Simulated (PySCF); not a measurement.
C3H8FNSi, SMILES C=C(F)C[SiH2]N. Geometry optimised at PBE-D3(BJ)/def2-SVP. The structure was generated by enumeration, and PubChem lists no compound with its InChIKey, so it may never have been made. Other conformers were not sampled.

Computed equilibrium geometry at PBE-D3(BJ)/def2-SVP (PySCF confirms it by a frequency run) as bond lengths and angles (one conformer of several):
Atoms: C1 C2 F3 C4 Si5 N6 H7 H8 H9 H10 H11 H12 H13 H14. Bond lengths (Å): C1–C2 1.342, C1–H7 1.097, C1–H8 1.099, C2–F3 1.368, C2–C4 1.490, C4–Si5 1.911, C4–H9 1.108, C4–H10 1.112, Si5–N6 1.744, Si5–H11 1.515, Si5–H12 1.505, N6–H13 1.025, N6–H14 1.023. Bond angles (°): C2–C1–H7 120.2, C2–C1–H8 120.5, H7–C1–H8 119.3, C1–C2–F3 118.7, C1–C2–C4 129.3, F3–C2–C4 112.0, C2–C4–Si5 113.1, C2–C4–H9 109.9, C2–C4–H10 110.0, Si5–C4–H9 109.0, Si5–C4–H10 106.6, H9–C4–H10 108.1, C4–Si5–N6 106.8, C4–Si5–H11 106.8, C4–Si5–H12 109.8, N6–Si5–H11 117.4, N6–Si5–H12 108.4, H11–Si5–H12 107.6, Si5–N6–H13 115.3, Si5–N6–H14 119.0, H13–N6–H14 110.3.
